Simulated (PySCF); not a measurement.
Structure problem from calculated spectra and properties.

Elements present: C, F, H and N. Monoisotopic mass: 101.0510 u (electron mass counted); charge +1.

| Property | Result |
| --- | --- |
| NMR, other nuclei | isotropic shieldings of nuclei other than C and H, by class: 93 (1 N), 100 (1 N), 268 (1 F) ppm [GIAO PBE0/pcSseg-1] |
| Triplet | lowest triplet excitation (Tamm–Dancoff): 4.47 eV [TDA PBE0/def2-SVPD] |
| 13C NMR | chemical shifts (computed TMS as zero) by class: 152.9 (1 C), 137.3 (1 C), 118.0 (1 C), 12.4 (1 C) ppm [GIAO PBE0/pcSseg-1] |
| Rotational structure | rotational constants A, B, C: 6.783, 2.059, 1.595 GHz [GFN2-xTB] |
| UV, first state | lowest singlet excitation: 6.11 eV (203 nm, f = 0.136) [TDDFT PBE0/def2-SVPD] |
| Polarisability | 54.6 au [PBE0/def2-SVPD] |
| 1H NMR | chemical shifts (computed TMS as zero) by class: 8.97 (1 H), 8.92 (1 H), 7.16 (1 H), 2.86 (3 H) ppm [GIAO PBE0/pcSseg-1] |
| UV, strongest line | among the 6 lowest singlet transitions: S3 at 7.35 eV (169 nm, f = 0.164) [TDDFT PBE0/def2-SVPD] |

Gas-phase values; electronic properties from PySCF, density fitting. Levels stand in brackets. Geometry: GFN2-xTB; no solvent, vibrations or thermal averaging. NMR classes are plain means over equivalent atoms (diastereotopic ones count apart unless rotation or inversion swaps them), as if these changed places fast.

Q: Which formula fits the mass and the elements?

A: C4H6FN2 (calculated 101.0510). No other formula that holds each of these elements comes within 0.0003 u with a fitting electron parity and a possible valence count.

Q: What is the compound? Reason from the data.

A: Numbering: `[CH3:1][c:2]1[cH:3][nH+:4][c:5]([F:6])[nH:7]1`. 4 carbons fall into 4 classes; from least to most shielded: aromatic C–F carbon [C5] (152.9 ppm), substituted aromatic carbon [C2] (137.3 ppm), aromatic CH next to a ring nitrogen [C3] (118.0 ppm), benzylic-type carbon [C1] (12.4 ppm). Hydrogen classes from least to most shielded: 1 H on a three-coordinate ring nitrogen, N4 (8.97 ppm), 1 H on a ring nitrogen, N7 (8.92 ppm), 1 H on an aromatic CH next to a ring nitrogen, C3 (7.16 ppm), 3 H on a benzylic-type carbon, C1 (2.86 ppm). The other shieldings belong to: 93 ppm, ring nitrogen [N7]; 100 ppm, three-coordinate ring nitrogen [N4]; 268 ppm, aryl fluorine [F6]. S1 is mainly HOMO→LUMO (weight 0.97); the largest Löwdin shares of the orbital it empties are 0.28 on the aromatic CH next to a ring nitrogen, 0.25 on the substituted aromatic carbon, 0.12 on the aromatic C–F carbon and 0.09 on the three-coordinate ring nitrogen, of the orbital it fills 0.34 on the aromatic C–F carbon, 0.21 on the three-coordinate ring nitrogen, 0.21 on the ring nitrogen and 0.10 on the aryl fluorine. The optimised geometry has point group Cs and is an asymmetric top. Structure: `[nH+]1cc([nH]c1F)C`. The assignments are read from this structure; whether some other isomer fits the data as well wasn't checked.
